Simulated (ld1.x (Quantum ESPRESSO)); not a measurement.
## Before and after: TM potential for Br

bromine (Br), norm-conserving Troullier–Martins (Kleinman–Bylander form), made with ld1.x (Quantum ESPRESSO) 7.5 (PBE, scalar-relativistic). Core [Ar] 3d10, reference 4s2 4p5. Waves: 4p (bound): rc 1.20 bohr; 4s (bound): rc 1.25 bohr. Local part: the s channel. Core correction: none.

All-electron outer shells of the reference configuration (PBE, scalar-relativistic, ld1.x):

```json
{"shell": "3p", "level (eV)": "-173.49", "outermost node (bohr)": "0.21", "outermost maximum (bohr)": "0.48"}
{"shell": "3d", "level (eV)": "-66.72", "outermost node (bohr)": "–", "outermost maximum (bohr)": "0.43"}
{"shell": "4s", "level (eV)": "-20.13", "outermost node (bohr)": "0.67", "outermost maximum (bohr)": "1.41"}
{"shell": "4p", "level (eV)": "-7.86", "outermost node (bohr)": "0.70", "outermost maximum (bohr)": "1.66"}
```

Change: functional PBEsol.

Cutoffs: the cutoffs (Ry, on a coarse ladder) from which the occupation-weighted sum of valence levels, in a spherical-Bessel basis at the reference potential, stays within 10 and 1 mRy of its value at 400 Ry; they do not see the model core or the augmentation charge, which bear on the density cutoff. Errors are all-electron minus pseudo energies relative to the spin-unpolarised reference configuration.

Problem. How do hardness, ghosts and transferability respond?

Solution. The potential gets neither clearly harder nor softer (80 Ry and 180 Ry → 80 Ry and 180 Ry); both files keep a bound ghost (p); of the 7 tests that both files solve, the error grows in 0 and shrinks in 2 by more than 15 % and 0.3 meV (median size 13.4 → 13.8 meV).

```csv
quantity,base,changed
"cutoff, loose",80 Ry,80 Ry
"cutoff, tight",180 Ry,180 Ry
bound ghosts,p,p
"error for 4s2 4p4, meV [ΔE 12.55 eV]",-8.2,-8.2
"error for 4s2 4p3, meV [ΔE 35.31 → 35.32 eV]",-37,-35
"error for 4s2 4p2, meV [ΔE 69.30 → 69.33 eV]",-86,-75
"error for 4s2 4p1, meV [ΔE 115.32 → 115.40 eV]",-131,-102
"error for 4s1 4p5, meV [ΔE 25.56 eV]",-13,-14
"error for 4s1 4p6, meV [ΔE 12.37 → 12.38 eV]",+2.5,+0.5
"error for 4s2 4p4.5, meV [ΔE 5.07 eV]",-2.1,-2.1
s: phases at 1.35 bohr within 0.05 rad from the reference energy up to (Ry; the scan ends near 5),to the end of the scan,to the end of the scan
p: phases at 1.35 bohr within 0.05 rad from the reference energy up to (Ry; the scan ends near 5),1.3,1.3
```

 A true bound ghost makes a file unfit for plane-wave use even where its test errors are small: the radial tests pick states by their node count and pass the ghost by.
